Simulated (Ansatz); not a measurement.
Born–Oppenheimer molecular dynamics of ClGaH₅NSi (9 atoms, charge 0, multiplicity 1). It starts at the highest image of a converged band, a first-order saddle point between two minima.

All numbers below come from RKS PBE-D4/def2-SVP (Ansatz).

```
ensemble                      : NVE (velocity Verlet)
time step                     : 0.5 fs
steps asked                   : 200
starting velocities drawn for : 100 K
seed                          : 4943
```

First frame:

```xyz
9
Properties=species:S:1:pos:R:3
Ga -0.911 0.831 0.673
Si 1.168 -0.915 -0.400
N -1.287 0.535 -1.026
H -0.111 -0.347 -1.304
Cl -1.161 1.635 2.646
H 1.251 -2.264 0.281
H 2.557 -0.319 -0.346
H 0.621 -0.120 0.927
H -2.127 0.964 -1.451
```

**Question.** How far do the bonds stretch over the last three quarters of this one trajectory? (Pairs bonded in most of those frames.)

**Answer.** 
```tsv
bond	mean (Å)	spread (Å)	shortest	longest
Ga1–N3	1.749	0.007	1.74	1.76
Ga1–Cl5	2.163	0.010	2.15	2.17
Si2–H4	1.493	0.019	1.46	1.53
Si2–H6	1.505	0.008	1.49	1.52
Si2–H7	1.505	0.016	1.48	1.53
Si2–H8	1.542	0.046	1.46	1.65
N3–H9	1.045	0.007	1.03	1.06
```

Mean temperature of the second half: 423 K. The conserved energy stayed within 0.031 meV per atom of its start (net change 0.013 meV per atom), so the integration is sound. The kinetic energy rose, since the run started high on the potential surface and went downhill. It ends in pieces (ClGaHN + H4Si), so much of that is their flight and rotation, not heat. A run of 0.1 ps of so small a system gives no equilibrium averages. The orbitals stay closed-shell, which can raise the energy where a bond breaks towards radicals; this wasn't checked here.

The run took 5.9 min on 2 threads of Intel(R) Xeon(R) Platinum 8259CL CPU @ 2.50GHz (Skylake/Cascade Lake), with other jobs on the host, peak memory 0.18 GiB.
